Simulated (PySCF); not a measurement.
Isomers of C5H5F2NO2, one GFN2-xTB conformer each. Single-point energies are computed at PBE0/pcSseg-1 (PySCF, gas phase, no added dispersion term), electronic only.

| SMILES | GFN2-xTB relative energy (kJ/mol) |
| --- | --- |
| N#CC[C@@H]1O[C@H]1OC(F)F | 0.0 |
| N#C[C@]1(OC(F)F)CCO1 | 10.2 |

Conformers: `[N:1]#[C:2][CH2:3][C@@H:4]1[O:5][C@H:6]1[O:7][CH:8]([F:9])[F:10]` with C2–C3–C4–O5 49°, O5–C6–O7–C8 19°, C6–O7–C8–F9 -158°; `[N:1]#[C:2][C@:3]1([O:4][CH:5]([F:6])[F:7])[CH2:8][CH2:9][O:10]1` with C2–C3–O4–C5 70°, C3–O4–C5–F6 151°.

Question: What does PBE0/pcSseg-1 give for the same structures?

Answer: 
```tsv
SMILES	PBE0/pcSseg-1 E (Eh)	PBE0/pcSseg-1 (kJ/mol)	GFN2-xTB (kJ/mol)	point group
N#CC[C@@H]1O[C@H]1OC(F)F	-597.67764	0.0	0.0	C1
N#C[C@]1(OC(F)F)CCO1	-597.67542	5.8	10.2	C1
```

Both levels put the same isomer lowest. As drawn, the lower has a three-membered ring, which the higher lacks; the higher has a four-membered ring, which the lower lacks. Neighbours under 10 kJ/mol apart (N#CC[C@@H]1O[C@H]1OC(F)F and N#C[C@]1(OC(F)F)CCO1) can change places with a better method, another conformer or zero-point energy.

Question: Which frontier levels, dipoles and rotational constants go with these structures?

Answer: 
```json
{"SMILES": "N#CC[C@@H]1O[C@H]1OC(F)F", "HOMO (eV, PBE0/pcSseg-1)": "-8.81", "LUMO (eV)": "0.27", "dipole (D)": "3.32", "A, B, C (MHz)": "3904, 634.7, 588.1"}
{"SMILES": "N#C[C@]1(OC(F)F)CCO1", "HOMO (eV, PBE0/pcSseg-1)": "-9.08", "LUMO (eV)": "-0.47", "dipole (D)": "4.96", "A, B, C (MHz)": "1984, 1111, 814.5"}
```
